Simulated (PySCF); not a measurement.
C4H13AlN (SMILES CC[N](C)(C)->[AlH2]), doublet, at a GFN2-xTB geometry (such geometries of metal compounds can be far from the true shape) (the spin is typed, not shown lowest); CCSD(T)/STO-3G (PySCF).

PySCF was given this input:
```python
from pyscf import gto, scf, cc

mol = gto.Mole()
mol.atom = '''
    Al   -1.599791   -0.887867   -0.403623
    H    -1.145033   -2.395441   -0.098972
    H    -1.351714   -0.613147   -1.963992
    C    -0.348906    2.115420    0.520107
    C     0.557421    1.222029   -0.312168
    N     0.414483   -0.197467    0.007608
    C     1.307251   -0.969400   -0.843134
    C     0.711127   -0.483635    1.400746
    H    -1.350350    1.669130    0.541569
    H     0.013230    2.229289    1.538701
    H    -0.410016    3.101284    0.067290
    H     0.278561    1.326262   -1.364697
    H     1.606949    1.533920   -0.198858
    H     1.067903   -0.769902   -1.885783
    H     1.141490   -2.028757   -0.657230
    H     2.358588   -0.724200   -0.656733
    H     1.726354   -0.174940    1.673776
    H    -0.007122    0.020665    2.044832
    H     0.605699   -1.556104    1.560635
'''
mol.basis = 'sto-3g'
mol.charge = 0
mol.spin = 1
mol.verbose = 4
mol.build()

mf = scf.UHF(mol)
mf.kernel()

mycc = cc.CCSD(mf)
mycc.diis_space = 10
mycc.kernel()
et = mycc.ccsd_t()
print('E(CCSD(T)) = %.10f' % (mycc.e_tot + et))
```

Output, abridged:

```
PySCF version 2.14.0

[INPUT] verbose = 4
[INPUT] num. atoms = 19
[INPUT] num. electrons = 57
[INPUT] charge = 0
[INPUT] spin (= nelec alpha-beta = 2S) = 1
[INPUT] symmetry False subgroup None
[INPUT] Mole.unit = angstrom
[INPUT] Symbol           X                Y                Z      unit          X                Y                Z       unit  Magmom
[INPUT]  1 Al    -1.599791000000  -0.887867000000  -0.403623000000 AA   -3.023166846544  -1.677825465039  -0.762736927575 Bohr   0.0
[INPUT]  2 H     -1.145033000000  -2.395441000000  -0.098972000000 AA   -2.163798773589  -4.526727437554  -0.187029974000 Bohr   0.0
[INPUT]  3 H     -1.351714000000  -0.613147000000  -1.963992000000 AA   -2.554369258740  -1.158679904099  -3.711406990837 Bohr   0.0
[INPUT]  4 C     -0.348906000000   2.115420000000   0.520107000000 AA   -0.659336783217   3.997564438427   0.982859785469 Bohr   0.0
[INPUT]  5 C      0.557421000000   1.222029000000  -0.312168000000 AA    1.053373026081   2.309300126276  -0.589912024853 Bohr   0.0
[INPUT]  6 N      0.414483000000  -0.197467000000   0.007608000000 AA    0.783259353288  -0.373158548639   0.014377036356 Bohr   0.0
[INPUT]  7 C      1.307251000000  -0.969400000000  -0.843134000000 AA    2.470346366064  -1.831900505153  -1.593292346309 Bohr   0.0
[INPUT]  8 C      0.711127000000  -0.483635000000   1.400746000000 AA    1.343835269784  -0.913937694254   2.647026310080 Bohr   0.0
[INPUT]  9 H     -1.350350000000   1.669130000000   0.541569000000 AA   -2.551791672306   3.154198566295   1.023417087555 Bohr   0.0
[INPUT] 10 H      0.013230000000   2.229289000000   1.538701000000 AA    0.025001076628   4.212745662506   2.907723477594 Bohr   0.0
[INPUT] 11 H     -0.410016000000   3.101284000000   0.067290000000 AA   -0.774817946690   5.860577394496   0.127159670922 Bohr   0.0
[INPUT] 12 H      0.278561000000   1.326262000000  -1.364697000000 AA    0.526403998985   2.506271949418  -2.578903573016 Bohr   0.0
[INPUT] 13 H      1.606949000000   1.533920000000  -0.198858000000 AA    3.036693506144   2.898688696993  -0.375787157679 Bohr   0.0
[INPUT] 14 H      1.067903000000  -0.769902000000  -1.885783000000 AA    2.018044197601  -1.454903922755  -3.563613400361 Bohr   0.0
[INPUT] 15 H      1.141490000000  -2.028757000000  -0.657230000000 AA    2.157103473930  -3.833795103294  -1.241984700848 Bohr   0.0
[INPUT] 16 H      2.358588000000  -0.724200000000  -0.656733000000 AA    4.457085360686  -1.368539659410  -1.241045506964 Bohr   0.0
[INPUT] 17 H      1.726354000000  -0.174940000000   1.673776000000 AA    3.262336254047  -0.330588688231   3.162978233870 Bohr   0.0
[INPUT] 18 H     -0.007122000000   0.020665000000   2.044832000000 AA   -0.013458629459   0.039051190364   3.864172450747 Bohr   0.0
[INPUT] 19 H      0.605699000000  -1.556104000000   1.560635000000 AA    1.144605223923  -2.940610381340   2.949172730411 Bohr   0.0

nuclear repulsion = 319.10486573143
number of shells = 33
number of NR pGTOs = 141
number of NR cGTOs = 47
basis = sto-3g
ecp = {}

******** <class 'pyscf.scf.uhf.UHF'> ********
method = UHF
initial guess = minao
damping factor = 0
level_shift factor = 0
DIIS = <class 'pyscf.scf.diis.CDIIS'>
diis_start_cycle = 1
diis_space = 8
diis_damp = 0
SCF conv_tol = 1e-09
SCF conv_tol_grad = None
SCF max_cycles = 50
direct_scf = True
direct_scf_tol = 1e-13
number electrons alpha = 29  beta = 28
Set gradient conv threshold to 3.16228e-05
init E= -450.584709128392

cycle= 1 E= -449.813145252209  delta_E= 0.772  |g|= 0.221  |ddm|=  3.5
cycle= 2 E= -449.86612272835  delta_E= -0.053  |g|= 0.0654  |ddm|= 0.447
cycle= 3 E= -449.871535694736  delta_E= -0.00541  |g|= 0.0178  |ddm|= 0.163
cycle= 4 E= -449.872032215933  delta_E= -0.000497  |g|= 0.00579  |ddm|= 0.0496
cycle= 5 E= -449.872111217604  delta_E= -7.9e-05  |g|= 0.00284  |ddm|= 0.0199
cycle= 6 E= -449.872132213601  delta_E= -2.1e-05  |g|= 0.00145  |ddm|= 0.0106
cycle= 7 E= -449.872138546635  delta_E= -6.33e-06  |g|= 0.000333  |ddm|= 0.00788
cycle= 8 E= -449.872138820492  delta_E= -2.74e-07  |g|= 7.7e-05  |ddm|= 0.00162
cycle= 9 E= -449.872138833853  delta_E= -1.34e-08  |g|= 3.16e-05  |ddm|= 0.00028
cycle= 10 E= -449.872138836687  delta_E= -2.83e-09  |g|= 1.08e-05  |ddm|= 0.000148
cycle= 11 E= -449.87213883705  delta_E= -3.63e-10  |g|= 2.99e-06  |ddm|= 6.12e-05
Extra cycle  E= -449.872138837066  delta_E= -1.6e-11  |g|= 1.63e-06  |ddm|= 7.95e-06
converged SCF energy = -449.872138837066  <S^2> = 0.75170324  2S+1 = 2.0017025

******** <class 'pyscf.cc.uccsd.UCCSD'> ********
CC2 = 0
CCSD nocc = (np.int64(29), np.int64(28)), nmo = (47, 47)
max_cycle = 50
direct = 0
conv_tol = 1e-07
conv_tol_normt = 1e-06
diis_space = 10
diis_start_cycle = 0
diis_start_energy_diff = 1e+09
Init t2, MP2 energy = -0.296189589586424
Init E_corr(UCCSD) = -0.29618958958986
cycle = 1  E_corr(UCCSD) = -0.357630811821909  dE = -0.0614412222  norm(t1,t2) = 0.0941211
cycle = 2  E_corr(UCCSD) = -0.377204259206345  dE = -0.0195734474  norm(t1,t2) = 0.0349345
cycle = 3  E_corr(UCCSD) = -0.388588106917331  dE = -0.0113838477  norm(t1,t2) = 0.0147156
cycle = 4  E_corr(UCCSD) = -0.388648896688192  dE = -6.07897709e-05  norm(t1,t2) = 0.00204258
cycle = 5  E_corr(UCCSD) = -0.388630532386095  dE = 1.83643021e-05  norm(t1,t2) = 0.000643971
cycle = 6  E_corr(UCCSD) = -0.388647631627186  dE = -1.70992411e-05  norm(t1,t2) = 0.00023813
cycle = 7  E_corr(UCCSD) = -0.388645378088364  dE = 2.25353882e-06  norm(t1,t2) = 9.80504e-05
cycle = 8  E_corr(UCCSD) = -0.388643317160529  dE = 2.06092784e-06  norm(t1,t2) = 3.5311e-05
cycle = 9  E_corr(UCCSD) = -0.388643363194969  dE = -4.60344398e-08  norm(t1,t2) = 1.00422e-05
cycle = 10  E_corr(UCCSD) = -0.388643327300707  dE = 3.58942618e-08  norm(t1,t2) = 3.95379e-06
cycle = 11  E_corr(UCCSD) = -0.388643271460636  dE = 5.58400707e-08  norm(t1,t2) = 1.31521e-06
cycle = 12  E_corr(UCCSD) = -0.388643288029384  dE = -1.65687478e-08  norm(t1,t2) = 4.83184e-07
UCCSD converged
E(UCCSD) = -450.2607821250952  E_corr = -0.388643288029384
UCCSD(T) correction = -0.00345041966828225
E(CCSD(T)) = -450.2642325448
```
